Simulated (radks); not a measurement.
The numbers below are computed, except where a source is named.
Problem. The mean radii <r> (bohr) of the occupied orbitals of an atom or ion are listed with their occupations. Level of theory: scalar-relativistic Kohn-Sham, LB94 model potential, spin-polarised, spherical densities, finite nucleus; Fermi nuclear charge, rms radius of each element as measured or else 0.836 A^(1/3) + 0.57 fm (a radial shooting solver on a logarithmic mesh with Libxc functionals).

orbital  occ.      <r>
1s          2  0.02229
2s          2  0.09405
2p          6  0.08282
3s          2   0.2314
3p          6   0.2259

Name the element and its charge. Open shells, if any, are filled with parallel spins first.

Solution. Z = 63, europium, charge +45: Eu45+ in [Ar]. The 1s radius gives Z: for a bare nucleus <r> = (2 gamma + 1)/(2Z) with gamma = sqrt(1 - (Z/c)^2), 0.02203 bohr for Z = 63, and screening makes it slightly larger (0.02229 here). The occupations add up to 18, and the charge is Z minus that.
